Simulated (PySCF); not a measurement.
Orbital levels and atomic charges

System: Ge18H32 (nanocrystal Ge).

Cartesian coordinates (Å):
```
  1 Ge   -0.718   -0.743   -2.096
  2 Ge   -6.406   -0.752   -2.079
  3 Ge    2.061   -0.671    0.672
  4 Ge    0.719   -2.096   -0.742
  5 Ge   -3.583   -0.667    0.666
  6 Ge   -4.950   -2.094   -0.724
  7 Ge   -0.718    2.096    0.743
  8 Ge    0.719    0.743    2.097
  9 Ge   -2.061    0.670   -0.671
 10 Ge   -6.406    2.077    0.752
 11 Ge   -4.949    0.723    2.093
 12 Ge   -7.728    0.738   -0.739
 13 Ge    4.949   -0.724   -2.093
 14 Ge    7.728   -0.738    0.738
 15 Ge    6.405   -2.077   -0.753
 16 Ge    4.950    2.094    0.724
 17 Ge    6.406    0.753    2.077
 18 Ge    3.582    0.666   -0.665
 19 H    -1.576   -1.546   -3.054
 20 H     0.127    0.098   -3.036
 21 H    -7.245   -1.561   -3.046
 22 H    -5.535    0.068   -3.012
 23 H     2.939   -1.565    1.564
 24 H     1.578   -3.054   -1.543
 25 H    -0.125   -3.038    0.100
 26 H    -2.713   -1.565    1.563
 27 H    -4.095   -3.027   -1.562
 28 H    -5.754   -3.062    0.127
 29 H     0.125    3.037   -0.098
 30 H    -1.578    3.053    1.546
 31 H    -0.125   -0.097    3.040
 32 H     1.578    1.546    3.054
 33 H    -2.939    1.564   -1.564
 34 H    -5.535    3.011   -0.068
 35 H    -7.244    3.046    1.559
 36 H    -5.754   -0.128    3.060
 37 H    -4.094    1.560    3.026
 38 H    -8.687   -0.093    0.092
 39 H    -8.674    1.574   -1.574
 40 H     4.093   -1.561   -3.027
 41 H     5.752    0.128   -3.061
 42 H     8.674   -1.575    1.574
 43 H     8.688    0.091   -0.094
 44 H     7.244   -3.046   -1.560
 45 H     5.533   -3.009    0.068
 46 H     5.753    3.062   -0.128
 47 H     4.095    3.028    1.562
 48 H     5.536   -0.066    3.012
 49 H     7.247    1.561    3.044
 50 H     2.712    1.565   -1.562
```

Method: PBE/def2-SVP, gas phase, PySCF, fitting set def2-universal-JFIT, grid level 1.

Spin-orbit coupling is left out, which matters for the heavier atoms here.

Task: Give the orbital energies near the gap.

Result: 
```tsv
orbital	eV
HOMO-4	-6.78
HOMO-3	-6.52
HOMO-2	-6.51
HOMO-1	-6.51
HOMO	-6.48
LUMO	-1.53
LUMO+1	-1.49
LUMO+2	-1.32
LUMO+3	-1.29
```

Task: Give the partial charges of the non-hydrogen atoms.

Result: 
| atom | Mulliken | IAO | Hirshfeld |
| --- | --- | --- | --- |
| Ge1 | 0.08 | 0.10 | 0.12 |
| Ge2 | 0.07 | 0.10 | 0.12 |
| Ge3 | -0.02 | 0.02 | 0.07 |
| Ge4 | 0.08 | 0.10 | 0.12 |
| Ge5 | -0.02 | 0.02 | 0.07 |
| Ge6 | 0.08 | 0.11 | 0.12 |
| Ge7 | 0.08 | 0.10 | 0.12 |
| Ge8 | 0.08 | 0.10 | 0.12 |
| Ge9 | -0.02 | 0.02 | 0.07 |
| Ge10 | 0.07 | 0.10 | 0.12 |
| Ge11 | 0.08 | 0.11 | 0.12 |
| Ge12 | 0.07 | 0.10 | 0.13 |
| Ge13 | 0.08 | 0.11 | 0.12 |
| Ge14 | 0.07 | 0.10 | 0.13 |
| Ge15 | 0.07 | 0.10 | 0.12 |
| Ge16 | 0.08 | 0.11 | 0.12 |
| Ge17 | 0.07 | 0.10 | 0.12 |
| Ge18 | -0.02 | 0.02 | 0.07 |
